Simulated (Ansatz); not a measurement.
```yaml
crystal:
  periodic: [false, false, false]
  atoms:
    - {symbol: F, position_ang: [-0.264496, -1.142707, 0.755449]}
    - {symbol: C, position_ang: [-0.181200, -0.180704, 0.620760]}
    - {symbol: S, position_ang: [0.933955, 0.251518, 0.461719]}
    - {symbol: Si, position_ang: [0.135001, 0.167204, -0.547719]}
    - {symbol: F, position_ang: [-0.282235, 0.979488, -1.124061]}
    - {symbol: H, position_ang: [-0.553857, 0.281035, 0.948571]}
    - {symbol: H, position_ang: [0.268821, -0.487769, -1.215473]}
basis:
  gaussian: {orbitals: STO-3G}
hamiltonian: {xc: {name: rPW86-PBE}}
accuracy: high
scf: {lower_state_search: off}
output: {forces: true}
```

```sh
$ ansatz run in.yaml --threads 2 --pin off --events-out ev --progress --plain --max-ram 4352MiB
```

It prints (some lines left out):

```
Functional definition: rPW86-PBE
797 factors; integrals over basis functions are off by at most 1.3e-8 eV
mean field evaluation 1: about -24842.7928 eV, gradient 1.8e1 eV
mean field evaluation 2: about -24843.6326 eV, gradient 7.8e0 eV
mean field evaluation 4: about -24843.8042 eV, gradient 2.4e-1 eV
mean field evaluation 8: about -24843.7615 eV, gradient 3.1e-3 eV
mean field evaluation 16: about -24843.7615 eV, gradient 3.2e-8 eV
mean field -24843.76149055 eV, -912.9913950712 hartree, gradient 5.9e-9 eV, S^2 0.000000; 0 other end points of the search recorded, 0 dependent functions left out
reference -24843.76149688 eV, -912.9913953040 hartree; 28, 28 occupied and 7, 7 virtual orbitals, 797 factors
Total energy: -24843.76149688 eV, -912.9913953040 hartree
Atom 0 at    -0.264496    -1.142707     0.755449 Å, force   -12.304084   -83.979033    15.939382 eV/Å
Atom 1 at    -0.181200    -0.180704     0.620760 Å, force   -31.260842    -1.164335     9.163556 eV/Å
Atom 2 at     0.933955     0.251518     0.461719 Å, force   132.627282    34.866217    73.917610 eV/Å
Atom 3 at     0.135001     0.167204    -0.547719 Å, force   -17.180036   -36.993917   -48.246913 eV/Å
Atom 4 at    -0.282235     0.979488    -1.124061 Å, force   -40.410374    77.547221   -55.116129 eV/Å
Atom 5 at    -0.553857     0.281035     0.948571 Å, force   -36.076831    39.495090    31.382992 eV/Å
Atom 6 at     0.268821    -0.487769    -1.215473 Å, force     4.604885   -29.771242   -27.040500 eV/Å
Dipole moment:    -0.070835     0.180186    -0.172694 e Å
Checks for a lower state left out: stability, starts, cluster_reference, orbital_swaps, neighbouring_geometries, increment
```

In this input the geometry is squeezed to about two thirds of its size. The calculation finished and met its thresholds. The result belongs to that input, not to the molecule as meant.
